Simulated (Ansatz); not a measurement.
The cluster Pd3O3⁻. Total charge -1; doublet. Geometry r2SCAN-D4/def2-SVPD.

```xyz
6

Pd   -1.2888    0.5851    0.6453
Pd    1.3371    0.4724    0.4212
Pd   -0.0862   -1.0426   -1.0500
O    -1.9568   -0.6932   -0.6178
O     1.8661   -0.8455   -0.9328
O     0.1287    1.5239    1.5342
```

In the def2 sets Pd takes a core potential; there is no spin–orbit coupling. HSE06 is defined as in plane-wave codes, on full-range PBE exchange. At PBE-D4/def2-TZVPD, r2SCAN-D4/def2-TZVPD, PBE0-D4/def2-TZVPD, HSE06-D4/def2-TZVPD and others the charge -1 doublet is spin-contaminated (final ⟨S²⟩ up to 2.12, 0.75 for a pure state). At PBE-D4/def2-TZVPD the gap within one spin of the charge -1 doublet nearly closes, so an electron or hole may be smeared out by delocalisation error. No other spin state of charge -1 was run. The geometry of the doublet was relaxed on an unsound state (⟨S²⟩ 1.85, where a pure state has 0.75). Another isomer (doublet) lies 0.02 eV lower at PBE0-D4/def2-TZVPD; other spin states weren't run for this one.

**Question.** Estimate the α-spin orbital energies around the gap (eV) in Ansatz with PBE-D4/def2-TZVPD, r2SCAN-D4/def2-TZVPD, PBE0-D4/def2-TZVPD, HSE06-D4/def2-TZVPD, BHLYP-D4/def2-TZVPD.

**Answer.** 
```tsv
orbital	PBE-D4/def2-TZVPD	r2SCAN-D4/def2-TZVPD	PBE0-D4/def2-TZVPD	HSE06-D4/def2-TZVPD	BHLYP-D4/def2-TZVPD
HOMO−9	-1.91	-2.02	-3.29	-2.88	-4.87
HOMO−8	-1.76	-1.94	-3.24	-2.82	-4.83
HOMO−7	-1.75	-1.92	-3.22	-2.82	-4.64
HOMO−6	-1.72	-1.90	-3.19	-2.78	-4.60
HOMO−5	-1.72	-1.89	-2.92	-2.52	-4.37
HOMO−4	-1.42	-1.51	-2.71	-2.30	-4.26
HOMO−3	-1.35	-1.50	-2.51	-2.10	-3.89
HOMO−2	-1.27	-1.34	-2.46	-2.06	-3.87
HOMO−1	-0.83	-1.16	-2.38	-1.97	-3.74
HOMO	-0.77	-1.07	-2.29	-1.89	-3.42
LUMO	0.12	0.17	0.91	0.55	1.81
LUMO+1	0.22	0.32	1.09	0.73	2.40
LUMO+2	2.25	2.62	3.03	2.70	3.45
LUMO+3	3.13	3.41	3.75	3.42	4.09
LUMO+4	3.17	3.52	3.91	3.61	4.34
LUMO+5	3.31	3.67	4.03	3.73	4.51
β HOMO	-0.04	-0.20	-1.08	-0.69	-2.14
β LUMO	0.07	0.22	0.82	0.47	1.76
```
